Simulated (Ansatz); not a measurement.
Gas-phase electronic energies from Ansatz, PBE0-D4/def2-TZVP geometries. CBS: MP2 limit from def2 TZ/QZ plus the TZ coupled-cluster correction, frozen cores. This one scheme is used for every species. Functionals use def2-TZVPP. B3LYP here is the variant with VWN-RPA as its local correlation; programs differ in this. HSE06 is defined as in plane-wave codes. For Ge outer-core shells are correlated without core-valence functions, which leaves a few kJ/mol of doubt a bond. Scalar relativity is left out up to krypton.

`[BH2][GeH2][CH3]` → BH₃ + `[CH3][GeH]`  (germylene formation by 1,1-elimination)

| level | ΔE (kcal/mol) | difference from CCSD(T)/CBS |
| --- | --- | --- |
| LDA (SPW92) | 46.8 | 9.5 |
| PBE-D4 | 37.7 | 0.4 |
| revPBE-D4 | 35.2 | -2.1 |
| r2SCAN-D4 | 40.5 | 3.2 |
| B97M-V | 39.5 | 2.2 |
| PBE0-D4 | 39.6 | 2.3 |
| B3LYP-D4 | 32.9 | -4.4 |
| r2SCANh-D4 | 40.6 | 3.3 |
| r2SCAN0-D4 | 40.9 | 3.6 |
| HSE06-D4 | 39.6 | 2.3 |
| BHLYP-D4 | 35.1 | -2.2 |
| CAM-B3LYP-D4 | 35.6 | -1.7 |
| ωB97X-V | 38.5 | 1.2 |
| ωB97M-V | 34.9 | -2.4 |
| B2PLYP | 34.5 | -2.8 |
| PBE-QIDH | 41.5 | 4.2 |
| PBE | 36.4 | -0.9 |
| BLYP | 27.6 | -9.7 |
| PBE0 | 38.5 | 1.2 |
| B3LYP | 30.9 | -6.4 |
| r2SCANh | 40.3 | 3.0 |
| r2SCAN0 | 40.5 | 3.2 |
| HSE06 | 38.5 | 1.2 |
| BHLYP | 33.3 | -4.0 |
| CAM-B3LYP | 34.4 | -2.9 |
| LC-ωPBE | 41.5 | 4.2 |
| RPA@PBE/def2-TZVPP | 35.2 | -2.1 |
| HF/def2-SVP | 31.0 | -6.3 |
| MP2/def2-SVP | 38.9 | 1.6 |
| CCSD/def2-SVP | 35.2 | -2.1 |
| CCSD(T)/def2-SVP | 36.0 | -1.3 |
| HF/def2-TZVPP | 29.9 | -7.4 |
| MP2/def2-TZVPP | 40.6 | 3.3 |
| SCS-MP2/def2-TZVPP | 37.2 | -0.1 |
| CCSD(T)/def2-TZVPP | 38.5 | 1.2 |
| HF/def2-QZVPP | 29.5 | -7.8 |
| SCS-MP2/def2-QZVPP | 36.5 | -0.8 |
| HF/CBS(def2) | 29.4 | -7.9 |
| MP2/CBS(def2) | 39.3 | 2.0 |
| CCSD/CBS(def2) | 36.3 | -1.0 |
| CCSD(T)/CBS | 37.3 | 0 |

Largest T1 diagnostic among the species: 0.011.

At CCSD(T), def2-SVP lies −1.3 kcal/mol from the extrapolated value and def2-TZVPP +1.2 kcal/mol. In def2-TZVPP, CCSD(T) changes the Hartree–Fock value by +8.6 kcal/mol (the triples alone add +1.0 kcal/mol) and MP2 by +10.6 kcal/mol.
